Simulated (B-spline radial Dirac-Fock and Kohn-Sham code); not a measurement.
Model: Dirac-Fock (average of configuration) total-energy differences with a finite nucleus, the Breit interaction including its frequency dependence, and self-energy and vacuum-polarisation corrections. Program: a radial finite-basis atomic code. The model has no electron correlation.

**Question.** An atom or ion in its tabulated ground configuration has these computed binding energies (the last is its least bound level). Which is it?

```
level  binding energy (eV)
   2s               9521.0
2p1/2               9048.6
4p1/2                777.3
4p3/2                736.2
4d3/2                595.1
4d5/2                587.3
   4f                428.0
```

**Answer.** Dy¹⁸⁺: Z = 66 with 48 electrons, [Kr] 4d10 4f2.
